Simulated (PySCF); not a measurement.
B3LYP has the VWN-RPA correlation part, as in Gaussian. 

## [W(OH)(NH2)5] (charge 0, multiplicity 1)

These are B3LYP-D3(BJ)/def2-TZVP // PBE-D3(BJ)/def2-SVP (PySCF) values and carry that method's errors.

The HOMO comes out as -6.23 eV and the dipole moment is 2.38 D. The HOMO–LUMO gap is 4.54 eV and the LUMO is -1.69 eV. The charge on the central atom (Mulliken) is 1.24 e, the total energy is -423.0556 Ha and the cost is about 7 core-minutes (a rough figure).

```xyz
18

W      0.0071    -0.1074     0.0281
O     -0.7369    -1.9348     0.0313
H     -0.8143    -2.3234    -0.8595
N      0.7675     1.7408    -0.0643
H      1.0385     2.2125    -0.9341
H      0.9412     2.3485     0.7449
N      1.8077    -0.9771     0.2429
H      1.9287    -1.9852     0.3915
H      2.7106    -0.4972     0.3239
N     -0.0789     0.1281     2.0228
H     -0.8647     0.5489     2.5301
H      0.6872    -0.0816     2.6717
N      0.1944    -0.1000    -1.9961
H     -0.4897     0.3083    -2.6420
H      1.0593    -0.3214    -2.5010
N     -1.8966     0.5296    -0.0942
H     -2.7035    -0.1010    -0.0295
H     -2.2121     1.5051    -0.1238
```
